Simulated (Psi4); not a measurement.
Cl2Te (SMILES Cl[Te]Cl), singlet, geometry from GFN2-xTB (core potentials on Te); B3LYP/def2-TZVPD in Psi4.

Input for Psi4:
```
memory 2 GB

molecule {
0 1
Te   -0.01170558    0.01195986    0.61430806
Cl    1.11463884    1.32379797   -0.94476070
Cl   -1.07883353   -1.36038108   -0.93429926
}

set {
  basis def2-tzvpd
  s_tolerance 1e-6
  s_orthogonalization canonical
}

energy('b3lyp')
print_variables()
```

What the program printed (banner, timings and long lists left out):

```
   => Loading Basis Set <=

    Name: DEF2-TZVPD
    Role: ORBITAL
    Keyword: BASIS

    !!!  WARNING: ECP capability is in beta. Please check occupations closely.  !!!

         ---------------------------------------------------------
                                   SCF
               by Justin Turney, Rob Parrish, Andy Simmonett
                          and Daniel G. A. Smith
                              RKS Reference
         ---------------------------------------------------------

  ==> Geometry <==

    Molecular point group: cs
    Full point group: Cs

    Geometry (in Angstrom), charge = 0, multiplicity = 1:

       Center              X                  Y                   Z               Mass
    ------------   -----------------  -----------------  -----------------  -----------------
         TE          -0.001642301996    -0.543982943055     0.000000000000   129.906222748000
         CL          -1.730164581500     1.015657113811     0.000000000000    34.968852682000
         CL           1.736265589468     1.005191840377     0.000000000000    34.968852682000

  Running in cs symmetry.

  Rotational constants: A =      0.15347  B =      0.08024  C =      0.05269 [cm^-1]
  Rotational constants: A =   4600.79776  B =   2405.45336  C =   1579.59003 [MHz]
  Nuclear repulsion =  229.590990053892341

  Charge       = 0
  Multiplicity = 1
  Electrons    = 58
  Nalpha       = 29
  Nbeta        = 29

  ==> Algorithm <==

  SCF Algorithm Type is DF.
  DIIS enabled.
  MOM disabled.
  Fractional occupation disabled.
  Guess Type is SAD.
  Energy threshold   = 1.00e-06
  Density threshold  = 1.00e-06
  Integral threshold = 1.00e-12

  ==> Primary Basis <==

  Basis Set: DEF2-TZVPD
    Blend: DEF2-TZVPD
    Number of shells: 51
    Number of basis functions: 151
    Number of Cartesian functions: 173
    Spherical Harmonics?: true
    Max angular momentum: 3

  Core potential: DEF2-TZVPD
    Number of shells: 4
    Number of ECP primitives: 18
    Number of ECP core electrons: 28
    Max angular momentum: 3

  ==> DFT Potential <==

   => LibXC <=

    Version 7.1.2
    S. Lehtola, C. Steigemann, M. J. T. Oliveira, and M. A. L. Marques,  SoftwareX 7, 1–5 (2018) (10.1016/j.softx.2017.11.002)

   => Composite Functional: B3LYP <=

    B3LYP Hyb-GGA Exchange-Correlation Functional

    P. J. Stephens, F. J. Devlin, C. F. Chabalowski, and M. J. Frisch,  J. Phys. Chem. 98, 11623 (1994) (10.1021/j100096a001)

    Deriv               =              1
    GGA                 =           TRUE
    Meta                =          FALSE

    Exchange Hybrid     =           TRUE
    MP2 Hybrid          =          FALSE

   => Exchange Functionals <=

    0.0800   Slater exchange
    0.7200         Becke 88

   => Exact (HF) Exchange <=

    0.2000               HF

   => Correlation Functionals <=

    0.1900   Vosko, Wilk & Nusair (VWN5_RPA)
    0.8100   Lee, Yang & Parr

   => LibXC Density Thresholds  <==

    XC_HYB_GGA_XC_B3LYP:  1.00E-15

   => Molecular Quadrature <=

    Radial Scheme          =       TREUTLER
    Pruning Scheme         =           NONE
    Nuclear Scheme         =       TREUTLER

    Blocking Scheme        =         OCTREE
    BS radius alpha        =              1
    Pruning alpha          =              1
    Radial Points          =             75
    Spherical Points       =            302
    Total Points           =          66715
    Total Blocks           =            597
    Max Points             =            255
    Max Functions          =            142
    Weights Tolerance      =       1.00E-15

   => Loading Basis Set <=

    Name: (DEF2-TZVPD AUX)
    Role: JKFIT
    Keyword: DF_BASIS_SCF

  ==> Integral Setup <==

  SCF_SUBTYPE=INCORE selected. In-core MEM_DF algorithm will be used.
  Using in-core AOs.

  ==> MemDFJK: Density-Fitted J/K Matrices <==

    J tasked:                   Yes
    K tasked:                   Yes
    wK tasked:                   No
    Algorithm:                 Core
    Schwarz Cutoff:           1E-12
    Mask sparsity (%):       2.9560
    Fitting Condition:        1E-10

   => Auxiliary Basis Set <=

  Basis Set: (DEF2-TZVPD AUX)
    Blend: DEF2-UNIVERSAL-JKFIT
    Number of shells: 122
    Number of basis functions: 474
    Number of Cartesian functions: 619
    Spherical Harmonics?: true
    Max angular momentum: 5

    Using canonical orthogonalization.
  Minimum eigenvalue in the overlap matrix is 1.6684645726E-03.
  Reciprocal condition number of the overlap matrix is 2.8999156822E-04.

  ==> Pre-Iterations <==

  SCF Guess: Superposition of Atomic Densities via on-the-fly atomic UHF (no occupation information).

   -------------------------
    Irrep   Nso     Nmo
   -------------------------
     A'       101     101
     A"        50      50
   -------------------------
    Total     151     151
   -------------------------

  ==> Iterations <==

                           Total Energy        Delta E     RMS |[F,P]|

   @DF-RKS iter SAD: -1186.82111676834666   -1.18682e+03   0.00000e+00
    Occupation by irrep:
             Ap   App
    DOCC [    22,    7 ]
    NA   [    22,    7 ]
    NB   [    22,    7 ]

   @DF-RKS iter   1: -1187.55480485917042   -7.33688e-01   1.24429e-02 ADIIS/DIIS
    Occupation by irrep:
             Ap   App
    DOCC [    21,    8 ]
    NA   [    21,    8 ]
    NB   [    21,    8 ]

   @DF-RKS iter   2: -1185.34274937110922    2.21206e+00   1.80618e-02 ADIIS/DIIS
   @DF-RKS iter   3: -1188.58121486214191   -3.23847e+00   1.83933e-03 ADIIS/DIIS
   @DF-RKS iter   4: -1188.58746267434890   -6.24781e-03   1.71512e-03 ADIIS/DIIS
   @DF-RKS iter   5: -1188.60600018962077   -1.85375e-02   4.70604e-04 ADIIS/DIIS
   @DF-RKS iter   6: -1188.60720398493731   -1.20380e-03   1.19365e-04 ADIIS/DIIS
   @DF-RKS iter   7: -1188.60728865462806   -8.46697e-05   5.05061e-05 DIIS
   @DF-RKS iter   8: -1188.60730244068372   -1.37861e-05   1.21565e-05 DIIS
   @DF-RKS iter   9: -1188.60730310293593   -6.62252e-07   3.42853e-06 DIIS
   @DF-RKS iter  10: -1188.60730315305386   -5.01179e-08   9.56443e-07 DIIS
  Energy and wave function converged.

  ==> Post-Iterations <==

   Electrons on quadrature grid:
      Ntotal   =   58.0000233267 ; deviation = 2.333e-05

    Orbital Energies [Eh]
    ---------------------

    Doubly Occupied:

[...]
    Virtual:

[...]
    Final Occupation by Irrep:
             Ap   App
    DOCC [    21,    8 ]
    NA   [    21,    8 ]
    NB   [    21,    8 ]

  @DF-RKS Final Energy: -1188.60730315305386

   => Energetics <=

    Nuclear Repulsion Energy =            229.5909900538923409
    One-Electron Energy =               -2195.6415388383234131
    Two-Electron Energy =                 839.8965870290987823
    DFT Exchange-Correlation Energy =     -62.4533413977215517
    Empirical Dispersion Energy =           0.0000000000000000
    VV10 Nonlocal Energy =                  0.0000000000000000
    Total Energy =                      -1188.6073031530538628

Computation Completed

Properties will be evaluated at   0.000000,   0.000000,   0.000000 [a0]

Properties computed using the SCF density matrix

 Multipole Moments:

 ------------------------------------------------------------------------------------
     Multipole            Electronic (a.u.)      Nuclear  (a.u.)        Total (a.u.)
 ------------------------------------------------------------------------------------

 L = 1.  Multiply by 2.5417464519 to convert [e a0] to [Debye]
 Dipole X            :         -0.1238097            0.1215130           -0.0022968
 Dipole Y            :        -41.0339928           40.2489774           -0.7850154
 Dipole Z            :          0.0000000            0.0000000            0.0000000
 Magnitude           :                                                    0.7850188

 ------------------------------------------------------------------------------------

  Variable Map:
  ----------------------------------------------------------------------------
[...]
  Array Variable Map:
  ----------------------------------------------------------------------------
[...]
[...]
```
